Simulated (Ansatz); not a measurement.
Ansatz (a first-principles code) job for GeH5Si, SMILES [SiH3][GeH2], multiplicity 2, PBE-D3(BJ)/def2-TZVP. 

Ansatz 0.2 input:
```yaml
crystal:
  periodic: [false, false, false]
  atoms:
    - {symbol: Si, position_ang: [-1.54797460, 0.07420482, 0.29137687]}
    - {symbol: Ge, position_ang: [0.78151444, -0.03608054, -0.20359777]}
    - {symbol: H, position_ang: [-2.25624857, -0.80651616, -0.63864947]}
    - {symbol: H, position_ang: [-1.98730422, 1.45390669, 0.08336923]}
    - {symbol: H, position_ang: [-1.88150922, -0.32636196, 1.65998490]}
    - {symbol: H, position_ang: [1.33662291, -1.24386885, 0.61884781]}
    - {symbol: H, position_ang: [1.45162148, 1.03855021, 0.71230002]}
basis:
  gaussian:
    orbitals: def2-TZVP
hamiltonian:
  xc: pbe
  dispersion: d3bj
magnetization: {spin_polarized: true, initial_magnetization: 1}
relax: {f_tol: 0.002, max_steps: 200}
```

Output:

```
WARN ansatz: RAYON_NUM_THREADS=1 ignored (pool sized by the plan → 1); use --threads N
Functional definition: PBE
integrals: 0.04 GiB planned
830 factors; their error is unknown
mean field: 0.37 GiB planned
mean field evaluation 1: about -64461.3375 eV, gradient 2.0e1 eV
mean field evaluation 2: about -64461.0982 eV, gradient 2.4e1 eV
mean field evaluation 4: about -64463.0844 eV, gradient 5.3e-1 eV
mean field evaluation 8: about -64463.0682 eV, gradient 5.9e-2 eV
mean field evaluation 16: about -64463.0683 eV, gradient 3.5e-5 eV
mean field -64463.06825426 eV, -2368.9740637072 hartree, gradient 3.5e-5 eV, S^2 0.752292; 0 other end points of the search recorded, 0 dependent functions left out
the calculation of the forces begins
reference -64463.06829401 eV, -2368.9740651679 hartree; 26, 25 occupied and 89, 90 virtual orbitals, 830 factors
relax step   1: F+E_penalty+E_count = -64463.19103199 eV  Δ(F+E_penalty+E_count) = +0.000e0 eV  max|allowed force component| = 1.037e0 eV/Å  Δτ_max = 0.0000 Å  (26 SCF iters, accepted)
these checks for a lower state are left out or cut short: starts, cluster_reference, orbital_swaps, neighbouring_geometries, increment
integrals: 0.04 GiB planned
830 factors; their error is unknown
mean field: 0.37 GiB planned
mean field -64463.23799177 eV, -2368.9803014454 hartree, gradient 9.0e-6 eV, S^2 0.752367; 0 other end points of the search recorded, 0 dependent functions left out
the calculation of the forces begins
reference -64463.23803237 eV, -2368.9803029376 hartree; 26, 25 occupied and 89, 90 virtual orbitals, 830 factors
relax step   2: F+E_penalty+E_count = -64463.35837427 eV  Δ(F+E_penalty+E_count) = -1.673e-1 eV  max|allowed force component| = 4.323e-1 eV/Å  Δτ_max = 0.1940 Å  (30 SCF iters, accepted)
these checks for a lower state are left out or cut short: starts, cluster_reference, orbital_swaps, neighbouring_geometries, increment
integrals: 0.04 GiB planned
830 factors; their error is unknown
mean field: 0.37 GiB planned
mean field -64463.27057533 eV, -2368.9814988692 hartree, gradient 5.4e-5 eV, S^2 0.752321; 0 other end points of the search recorded, 0 dependent functions left out
the calculation of the forces begins
reference -64463.27061571 eV, -2368.9815003531 hartree; 26, 25 occupied and 89, 90 virtual orbitals, 830 factors
relax step   3: F+E_penalty+E_count = -64463.39128905 eV  Δ(F+E_penalty+E_count) = -3.291e-2 eV  max|allowed force component| = 2.032e-1 eV/Å  Δτ_max = 0.0556 Å  (26 SCF iters, accepted)
these checks for a lower state are left out or cut short: starts, cluster_reference, orbital_swaps, neighbouring_geometries, increment
integrals: 0.04 GiB planned
830 factors; their error is unknown
mean field: 0.37 GiB planned
mean field evaluation 32: about -64463.2798 eV, gradient 2.0e-5 eV
mean field -64463.27980011 eV, -2368.9818378736 hartree, gradient 5.3e-5 eV, S^2 0.752350; 0 other end points of the search recorded, 0 dependent functions left out
the calculation of the forces begins
reference -64463.27984062 eV, -2368.9818393623 hartree; 26, 25 occupied and 89, 90 virtual orbitals, 830 factors
relax step   4: F+E_penalty+E_count = -64463.40040577 eV  Δ(F+E_penalty+E_count) = -9.117e-3 eV  max|allowed force component| = 8.128e-2 eV/Å  Δτ_max = 0.0511 Å  (26 SCF iters, accepted)
these checks for a lower state are left out or cut short: starts, cluster_reference, orbital_swaps, neighbouring_geometries, increment
integrals: 0.04 GiB planned
830 factors; their error is unknown
mean field: 0.37 GiB planned
mean field -64463.25580628 eV, -2368.9809561168 hartree, gradient 1.5e-5 eV, S^2 0.752788; 0 other end points of the search recorded, 0 dependent functions left out
the calculation of the forces begins
reference -64463.25584800 eV, -2368.9809576498 hartree; 26, 25 occupied and 89, 90 virtual orbitals, 830 factors
relax step   5: F+E_penalty+E_count = -64463.37553416 eV  Δ(F+E_penalty+E_count) = +2.487e-2 eV  max|allowed force component| = 3.423e-1 eV/Å  Δτ_max = 0.1586 Å  (30 SCF iters, rejected (line search))
these checks for a lower state are left out or cut short: starts, cluster_reference, orbital_swaps, neighbouring_geometries, increment
integrals: 0.04 GiB planned
830 factors; their error is unknown
mean field: 0.37 GiB planned
mean field -64463.28568036 eV, -2368.9820539689 hartree, gradient 1.2e-5 eV, S^2 0.752410; 0 other end points of the search recorded, 0 dependent functions left out
the calculation of the forces begins
reference -64463.28572133 eV, -2368.9820554745 hartree; 26, 25 occupied and 89, 90 virtual orbitals, 830 factors
relax step   6: F+E_penalty+E_count = -64463.40586402 eV  Δ(F+E_penalty+E_count) = -5.458e-3 eV  max|allowed force component| = 2.811e-2 eV/Å  Δτ_max = 0.0793 Å  (28 SCF iters, accepted)
these checks for a lower state are left out or cut short: starts, cluster_reference, orbital_swaps, neighbouring_geometries, increment
integrals: 0.04 GiB planned
830 factors; their error is unknown
mean field: 0.37 GiB planned
mean field -64463.27799429 eV, -2368.9817715110 hartree, gradient 7.3e-5 eV, S^2 0.752353; 0 other end points of the search recorded, 0 dependent functions left out
the calculation of the forces begins
reference -64463.27803545 eV, -2368.9817730236 hartree; 26, 25 occupied and 89, 90 virtual orbitals, 830 factors
relax step   7: F+E_penalty+E_count = -64463.39871655 eV  Δ(F+E_penalty+E_count) = +7.147e-3 eV  max|allowed force component| = 1.349e-1 eV/Å  Δτ_max = 0.0853 Å  (26 SCF iters, rejected (line search))
these checks for a lower state are left out or cut short: starts, cluster_reference, orbital_swaps, neighbouring_geometries, increment
integrals: 0.04 GiB planned
830 factors; their error is unknown
mean field: 0.37 GiB planned
mean field -64463.28582550 eV, -2368.9820593027 hartree, gradient 4.6e-5 eV, S^2 0.752423; 0 other end points of the search recorded, 0 dependent functions left out
the calculation of the forces begins
reference -64463.28586660 eV, -2368.9820608130 hartree; 26, 25 occupied and 89, 90 virtual orbitals, 830 factors
relax step   8: F+E_penalty+E_count = -64463.40623831 eV  Δ(F+E_penalty+E_count) = -3.743e-4 eV  max|allowed force component| = 5.854e-2 eV/Å  Δτ_max = 0.0427 Å  (26 SCF iters, accepted)
these checks for a lower state are left out or cut short: starts, cluster_reference, orbital_swaps, neighbouring_geometries, increment
integrals: 0.04 GiB planned
830 factors; their error is unknown
mean field: 0.37 GiB planned
mean field -64463.28729445 eV, -2368.9821132857 hartree, gradient 4.5e-5 eV, S^2 0.752403; 0 other end points of the search recorded, 0 dependent functions left out
the calculation of the forces begins
reference -64463.28733562 eV, -2368.9821147984 hartree; 26, 25 occupied and 89, 90 virtual orbitals, 830 factors
relax step   9: F+E_penalty+E_count = -64463.40760983 eV  Δ(F+E_penalty+E_count) = -1.372e-3 eV  max|allowed force component| = 7.847e-3 eV/Å  Δτ_max = 0.0419 Å  (26 SCF iters, accepted)
these checks for a lower state are left out or cut short: starts, cluster_reference, orbital_swaps, neighbouring_geometries, increment
integrals: 0.04 GiB planned
830 factors; their error is unknown
mean field: 0.37 GiB planned
mean field evaluation 64: about -64463.3064 eV, gradient 4.5e-3 eV
mean field -64463.28769228 eV, -2368.9821279055 hartree, gradient 4.4e-5 eV, S^2 0.752408; 0 other end points of the search recorded, 0 dependent functions left out
the calculation of the forces begins
reference -64463.28773352 eV, -2368.9821294211 hartree; 26, 25 occupied and 89, 90 virtual orbitals, 830 factors
relax step  10: F+E_penalty+E_count = -64463.40798225 eV  Δ(F+E_penalty+E_count) = -3.724e-4 eV  max|allowed force component| = 3.303e-3 eV/Å  Δτ_max = 0.0297 Å  (26 SCF iters, accepted)
these checks for a lower state are left out or cut short: starts, cluster_reference, orbital_swaps, neighbouring_geometries, increment
integrals: 0.04 GiB planned
830 factors; their error is unknown
mean field: 0.37 GiB planned
mean field -64463.28793359 eV, -2368.9821367736 hartree, gradient 5.3e-5 eV, S^2 0.752407; 0 other end points of the search recorded, 0 dependent functions left out
the calculation of the forces begins
reference -64463.28797494 eV, -2368.9821382931 hartree; 26, 25 occupied and 89, 90 virtual orbitals, 830 factors
relax step  11: F+E_penalty+E_count = -64463.40820409 eV  Δ(F+E_penalty+E_count) = -2.218e-4 eV  max|allowed force component| = 3.328e-2 eV/Å  Δτ_max = 0.0621 Å  (26 SCF iters, accepted)
these checks for a lower state are left out or cut short: starts, cluster_reference, orbital_swaps, neighbouring_geometries, increment
integrals: 0.04 GiB planned
830 factors; their error is unknown
mean field: 0.37 GiB planned
mean field -64463.28798796 eV, -2368.9821387717 hartree, gradient 8.2e-6 eV, S^2 0.752405; 0 other end points of the search recorded, 0 dependent functions left out
the calculation of the forces begins
reference -64463.28802929 eV, -2368.9821402904 hartree; 26, 25 occupied and 89, 90 virtual orbitals, 830 factors
relax step  12: F+E_penalty+E_count = -64463.40827008 eV  Δ(F+E_penalty+E_count) = -6.599e-5 eV  max|allowed force component| = 1.040e-2 eV/Å  Δτ_max = 0.0102 Å  (25 SCF iters, accepted)
these checks for a lower state are left out or cut short: starts, cluster_reference, orbital_swaps, neighbouring_geometries, increment
integrals: 0.04 GiB planned
830 factors; their error is unknown
mean field: 0.37 GiB planned
mean field -64463.28800483 eV, -2368.9821393916 hartree, gradient 1.5e-5 eV, S^2 0.752407; 0 other end points of the search recorded, 0 dependent functions left out
the calculation of the forces begins
reference -64463.28804616 eV, -2368.9821409103 hartree; 26, 25 occupied and 89, 90 virtual orbitals, 830 factors
relax step  13: F+E_penalty+E_count = -64463.40828748 eV  Δ(F+E_penalty+E_count) = -1.740e-5 eV  max|allowed force component| = 2.447e-3 eV/Å  Δτ_max = 0.0039 Å  (23 SCF iters, accepted)
these checks for a lower state are left out or cut short: starts, cluster_reference, orbital_swaps, neighbouring_geometries, increment
integrals: 0.04 GiB planned
830 factors; their error is unknown
mean field: 0.37 GiB planned
mean field -64463.28799769 eV, -2368.9821391290 hartree, gradient 1.6e-5 eV, S^2 0.752405; 0 other end points of the search recorded, 0 dependent functions left out
the calculation of the forces begins
reference -64463.28803902 eV, -2368.9821406479 hartree; 26, 25 occupied and 89, 90 virtual orbitals, 830 factors
relax step  14: F+E_penalty+E_count = -64463.40828849 eV  Δ(F+E_penalty+E_count) = -1.011e-6 eV  max|allowed force component| = 4.306e-3 eV/Å  Δτ_max = 0.0071 Å  (23 SCF iters, accepted)
these checks for a lower state are left out or cut short: starts, cluster_reference, orbital_swaps, neighbouring_geometries, increment
integrals: 0.04 GiB planned
830 factors; their error is unknown
mean field: 0.37 GiB planned
mean field -64463.28800437 eV, -2368.9821393748 hartree, gradient 2.0e-5 eV, S^2 0.752406; 0 other end points of the search recorded, 0 dependent functions left out
the calculation of the forces begins
reference -64463.28804571 eV, -2368.9821408937 hartree; 26, 25 occupied and 89, 90 virtual orbitals, 830 factors
relax step  15: F+E_penalty+E_count = -64463.40829329 eV  Δ(F+E_penalty+E_count) = -4.799e-6 eV  max|allowed force component| = 1.219e-3 eV/Å  Δτ_max = 0.0010 Å  (21 SCF iters, accepted)
integrals: 0.04 GiB planned
830 factors; their error is unknown
mean field: 0.37 GiB planned
mean field evaluation 96: about -64463.2880 eV, gradient 2.0e-5 eV
mean field -64463.28800437 eV, -2368.9821393748 hartree, gradient 2.0e-5 eV, S^2 0.752406; 1 other end points of the search recorded, 0 dependent functions left out
the calculation of the forces begins
reference -64463.28804571 eV, -2368.9821408937 hartree; 26, 25 occupied and 89, 90 virtual orbitals, 830 factors
Total energy: -64463.40833462 eV, -2368.9865614297 hartree
Atom 0 at    -1.580953     0.091900     0.314393 Å, force    -0.001219    -0.000381    -0.000219 eV/Å
Atom 1 at     0.779972     0.013771     0.016914 Å, force    -0.000435     0.000215     0.000197 eV/Å
Atom 2 at    -2.213272    -0.925395    -0.579922 Å, force    -0.000011    -0.000174    -0.000069 eV/Å
Atom 3 at    -2.070198     1.452201    -0.066049 Å, force     0.000566     0.000228    -0.000178 eV/Å
Atom 4 at    -1.995412    -0.188601     1.727854 Å, force     0.000275    -0.000142     0.000214 eV/Å
Atom 5 at     1.414100    -1.379010     0.288878 Å, force     0.000067    -0.000206    -0.000095 eV/Å
Atom 6 at     1.562484     1.088967     0.821564 Å, force     0.000756     0.000460     0.000150 eV/Å
Dipole moment:    -0.033052     0.002122    -0.000645 e Å
```

The calculation finished and met its thresholds.

Cost: very roughly 50 core-seconds.
